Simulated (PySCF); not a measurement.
# Zn: ionisation energy

Zn [Ar] 3d10 4s2 (1S) → Zn⁺ [Ar] 3d10 4s1 (2S), as a difference of total energies. Calculation: PySCF 2.14, in aug-cc-pVQZ-DK (9s8p6d4f3g2h, 140 functions); the spin-free X2C one-electron Hamiltonian (Gaussian nucleus). Correlated levels: valence: [Ar] frozen. The calculations carry no spin-orbit coupling.

| method | ionisation energy (eV) | error (eV) |
| --- | --- | --- |
| UHF | 7.776 | -1.618 |
| LDA | 9.908 | +0.514 |
| PBE | 9.594 | +0.200 |
| PBE0 | 9.271 | -0.123 |
| r2SCAN | 9.409 | +0.015 |
| B2PLYP | 9.410 | +0.016 |
| MN15 | 9.469 | +0.075 |
| BHandHLYP | 9.149 | -0.245 |
| MP2 (valence) | 9.221 | -0.173 |
| SCS-MP2 (valence) | 9.233 | -0.161 |

Reference: 9.394 eV (measured; NIST Atomic Spectra Database, ionization energies).

MP2 underrates the near-degeneracy of ns² with np² in the lower species.
